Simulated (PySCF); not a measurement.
**Working out the ionisation energy of Mn²⁺**

Mn²⁺ [Ar] 3d5 (6S) → Mn³⁺ [Ar] 3d4 (5D). Computed with PySCF 2.14 in def2-SVP (5s3p2d1f, 31 functions), with no relativity, point nucleus. Frozen: [Ar]. Energies in hartree (1 hartree = 27.21139 eV):

```
             part  Mn²⁺ (lower)  Mn³⁺ (upper)
              UHF  -1148.942238  -1147.729741
MP2 opposite-spin      0.000000      0.000000
    MP2 same-spin     -0.041066     -0.018816
```

**Question.** What does Hartree-Fock give?

**Answer.** (-1147.729741) − (-1148.942238) = 1.212497 hartree = 32.994 eV.

**Question.** What do MP2 and SCS-MP2 (6/5 opposite-spin, 1/3 same-spin) give?

**Answer.** The opposite-spin parts differ by 0.000 eV and the same-spin parts by 0.605 eV. MP2: 32.994 + (0.000) + (0.605) = 33.599 eV. SCS-MP2: 32.994 + 1.2 × (0.000) + (0.605)/3 = 33.196 eV.

Reference: 33.668 ± 0.012 eV (measured; NIST Atomic Spectra Database, ionization energies), between the lowest levels; spin-orbit coupling is absent from the calculation.

The calculation is non-relativistic.

A double-zeta basis recovers only part of the correlation energy.

What remains against the reference includes basis incompleteness, the frozen core and correlation beyond second order.
